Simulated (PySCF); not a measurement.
C4H9NS, SMILES C/N=C(\C)SC. Geometry: PBE-D3(BJ)/def2-SVP. The structure was generated by enumeration; whether it is a known compound was not checked.

Computed equilibrium geometry at PBE-D3(BJ)/def2-SVP (PySCF confirms it by a frequency run) as Cartesian coordinates in Å, and its point group:
point group Cs.
```xyz
15

C     -1.0518     2.2683     0.0000
N     -0.8661     0.8326     0.0000
C      0.3254     0.3588     0.0000
C      1.6157     1.1465     0.0000
S      0.5874    -1.3993     0.0000
C     -1.1284    -1.9837     0.0000
H     -0.5995     2.7601    -0.8936
H     -2.1332     2.5109     0.0000
H     -0.5995     2.7601     0.8936
H      2.5074     0.4917     0.0000
H      1.6625     1.8052     0.8926
H      1.6625     1.8052    -0.8926
H     -1.6568    -1.6115     0.8979
H     -1.0876    -3.0892     0.0000
H     -1.6568    -1.6115    -0.8979
```
Charge 0, spin multiplicity 1.
